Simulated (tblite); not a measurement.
Species: C₇H₇N₃.
Cartesian coordinates in Å at the GFN2-xTB level; atoms count from 1:
```xyz
17
C7H7N3 angstrom
N      0.7630    3.1055    1.5538
C      0.9836    2.1353    0.9815
C      1.2530    0.9539    0.2847
C      2.4537    0.4583   -0.2145
C      2.1035   -0.7529   -0.8083
N      0.8055   -0.9848   -0.6884
N      0.2968    0.0387   -0.0329
C     -1.0871    0.1215    0.2734
C     -1.8282   -1.1479    0.5787
C     -2.0724   -0.4347   -0.7135
H      3.4190    0.9163   -0.1502
H      2.7330   -1.4586   -1.3117
H     -1.3259    1.0265    0.8179
H     -2.5856   -1.1218    1.3463
H     -1.2563   -2.0617    0.5379
H     -3.0010    0.0949   -0.8570
H     -1.6617   -0.8764   -1.6078
```

Calculated harmonic vibrations of the isolated species, GFN2-xTB (tblite), most abundant isotopes, no scaling. The method is semi-empirical: single wavenumbers can be off by several per cent or more. One conformer, not necessarily the lowest.

Harmonic wavenumbers (cm⁻¹): 38.5, 109.6, 133.4, 167.9, 197.0, 381.7, 388.8, 486.6, 541.7, 580.4, 622.2, 641.0, 701.8, 798.7, 807.9, 848.1, 854.4, 908.0, 970.2, 980.5, 1042.7, 1061.3, 1069.2, 1076.1, 1078.6, 1092.3, 1149.4, 1183.3, 1240.9, 1319.7, 1346.1, 1370.6, 1403.7, 1409.2, 1445.3, 1472.2, 1515.6, 2368.3, 3062.2, 3098.2, 3099.6, 3112.1, 3128.8, 3178.7, 3192.1.

A = 1994, B = 1295, C = 836.6 MHz; mass 133.064 u (most abundant isotopes); point group Cs, symmetry number 1.

Problem. What is the zero-point energy?

Solution. ½Σν̃ = 28337 cm⁻¹ = 81.02 kcal/mol.

Problem. What is S at 298.15 K and 1 bar for an ideal gas of classical rigid rotors and harmonic oscillators?

Solution. Translation 40.60, rotation 29.39, vibration 22.79: S = 92.8 cal/(mol K).

Problem. And Cp and H(298.15 K) − H(0)?

Solution. Cp = 33.83 cal/(mol K), of which vibrations give 25.89 (their classical limit is 45 R = 89.4); H(298.15 K) − H(0) = 5.99 kcal/mol without the zero-point energy, 3.62 from vibrations.

Problem. Blend soft modes into free rotors: weight 1/[1 + (100 cm⁻¹/ν̃)⁴] for the oscillator and the rest for a rotor with moment μB/(μ + B), μ = h/(8π²ν), B = 10⁻⁴⁴ kg m². What vibrational entropy results?

Solution. 21.00 cal/(mol K) in place of 22.79, which changes −T·S at 298.15 K by +0.53 kcal/mol.

Problem. How do the functions run with temperature in this model?

Solution. 
```tsv
T (K)	S (cal/(mol K))	Cp (cal/(mol K))	H − H(0) (kcal/mol)	G − H(0) (kcal/mol)	ln q(vib)
50	58.4	11.9	0.48	-2.44	0.48
100	68.0	16.0	1.18	-5.62	1.41
373.15	101.2	41.4	8.82	-28.94	6.92
500	114.9	52.2	14.78	-42.66	9.65
750	139.0	66.4	29.76	-74.47	15.06
1000	159.3	75.1	47.52	-111.83	20.22
```

q(vib) and H(0) count from the zero-point level.

Problem. Which modes carry the vibrational entropy at 298.15 K?

Solution. 38.5 cm⁻¹: 5.33; 109.6 cm⁻¹: 3.28; 133.4 cm⁻¹: 2.90; 167.9 cm⁻¹: 2.46; 197.0 cm⁻¹: 2.16; 381.7 cm⁻¹: 1.03 cal/(mol K); the other 39 give 5.63 together.

Hindered rotation and anharmonicity are outside this model. Other conformers, if any are populated, would add a mixing term that is left out.

Time: 0.58 s. Hardware: one thread, Intel Xeon Platinum 8488C (x86_64), on a shared host. This covers the Hessian and the dipole derivatives.
